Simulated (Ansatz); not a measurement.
A CCSD(T) single point on CH3BO2S, SMILES `OB1OC1S`.

```yaml
crystal:
  periodic: [false, false, false]
  atoms:
    - {symbol: O, position_ang: [-1.528396, 0.636981, 1.489973]}
    - {symbol: B, position_ang: [-0.537231, 0.060025, 0.801481]}
    - {symbol: O, position_ang: [0.057577, -1.129828, 0.738997]}
    - {symbol: C, position_ang: [0.580507, -0.063511, -0.212313]}
    - {symbol: S, position_ang: [0.267007, -0.277979, -1.927505]}
    - {symbol: H, position_ang: [-1.692327, 1.550526, 1.246281]}
    - {symbol: H, position_ang: [1.604591, 0.199120, 0.034015]}
    - {symbol: H, position_ang: [1.340372, -1.032233, -2.226729]}
basis:
  gaussian: {orbitals: def2-TZVPP}
correlation: {method: ccsd_t}
output: {orbitals: {seedname: orbitals}}
```

```sh
$ ansatz run in.yaml --threads 2 --pin off --events-out ev --progress --plain --max-ram 4352MiB
```

The program prints (abridged):

```
Functional definition: HF
1272 factors; integrals over basis functions are off by at most 8.1e-4 eV
mean field evaluation 1: about -16640.6375 eV, gradient 4.5e1 eV
mean field evaluation 2: about -16640.9212 eV, gradient 4.5e1 eV
mean field evaluation 4: about -16645.1181 eV, gradient 4.6e0 eV
mean field evaluation 8: about -16645.2083 eV, gradient 5.1e-1 eV
mean field -16645.20979596 eV, -611.7001774731 hartree, gradient 2.5e-6 eV, S^2 0.000000; 0 other end points of the search recorded, 0 dependent functions left out
9 core orbitals not correlated: weight in the atoms' cores, before any rotation towards them, 1.000 or more for the frozen orbitals, at most 0.000 for the correlated occupied ones
reference -16645.20979596 eV, -611.7001774731 hartree; 14, 14 occupied and 185, 185 virtual orbitals, 1272 factors
second order -24.57674485 eV of doubles, -0.00000000 eV of singles
cycle   1  -24.49702558 eV  change    8.0e-2 eV  update   1.2e-1
cycle   2  -25.11219059 eV  change   -6.2e-1 eV  update   3.5e-2
cycle   3  -25.26347920 eV  change   -1.5e-1 eV  update   1.8e-2
cycle   4  -25.24569647 eV  change    1.8e-2 eV  update   4.6e-3
cycle   5  -25.24429759 eV  change    1.4e-3 eV  update   2.2e-3
cycle   6  -25.24523549 eV  change   -9.4e-4 eV  update   7.3e-4
cycle   7  -25.24471184 eV  change    5.2e-4 eV  update   3.0e-4
cycle   8  -25.24465948 eV  change    5.2e-5 eV  update   8.9e-5
cycle   9  -25.24470479 eV  change   -4.5e-5 eV  update   3.2e-5
cycle  10  -25.24469704 eV  change    7.7e-6 eV  update   1.2e-5
perturbative correction -1.10870869 eV, -0.0407442928 hartree
Total energy: -16671.56320169 eV, -612.6686472707 hartree
```

It took 61 s on 2 threads of an Intel Xeon Platinum 8488C on a shared host, with 2.9 GiB of host memory at the peak.

Correlation energy per correlated electron: -0.941 eV. T1 diagnostic: 0.0144.
